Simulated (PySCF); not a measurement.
First hyperpolarisability: `InChI=1S/C7H7ClO/c8-7-3-1-6(5-9)2-4-7/h1-4,9H,5H2`

Geometry (Å), atoms numbered from 1 in this order:
```xyz
16

O     2.739    0.942    0.239
C     2.070   -0.286    0.221
C     0.572   -0.163    0.079
C    -0.187   -1.191   -0.487
C    -1.571   -1.091   -0.588
C    -2.207    0.060   -0.124
Cl   -3.929    0.199   -0.253
C    -1.470    1.102    0.437
C    -0.086    0.982    0.537
H     2.547    1.394   -0.591
H     2.455   -0.963   -0.567
H     2.305   -0.773    1.184
H     0.312   -2.090   -0.861
H    -2.163   -1.893   -1.031
H    -1.983    1.997    0.793
H     0.504    1.790    0.975
```

Method used: quadratic response CAM-B3LYP/aug-cc-pVDZ first hyperpolarisability, Taylor convention, gas phase (PySCF 2.14.0). Geometry: PBE0-D3(BJ)/def2-SVP.

What is the first hyperpolarisability, and how does it disperse?

In 10⁻³⁰ esu, Taylor convention; the vector part is βᵢ = ⅓ Σⱼ (βᵢⱼⱼ + βⱼᵢⱼ + βⱼⱼᵢ); β∥ is 3/5 of the vector part along the dipole, the dipole points from − to +:
| process | λ (nm) | β vector norm | β∥ | β HRS | depolarisation ratio |
| --- | --- | --- | --- | --- | --- |
| static β(0;0,0) | ∞ | 1.07 | -0.58 | 0.42 | 6.08 |
| second harmonic β(−2ω;ω,ω) | 1907 | 1.15 | -0.62 | 0.45 | 6.08 |
| Pockels β(−ω;ω,0) | 1907 | 1.10 | -0.59 | – | – |
| second harmonic β(−2ω;ω,ω) | 1064 | 1.39 | -0.73 | 0.55 | 6.06 |
| Pockels β(−ω;ω,0) | 1064 | 1.16 | -0.63 | – | – |

Which lowest excitations, dipole and polarisabilities go with it?

S1 5.17 eV (f = 0.005); S2 5.73 eV (f = 0.146); S3 6.13 eV (f = 0.006); dipole 1.50 D; isotropic α 101.5 au static, 101.9 au at 1907 nm, 102.7 au at 1064 nm, 103.0 au at 953.5 nm, 106.7 au at 532 nm.
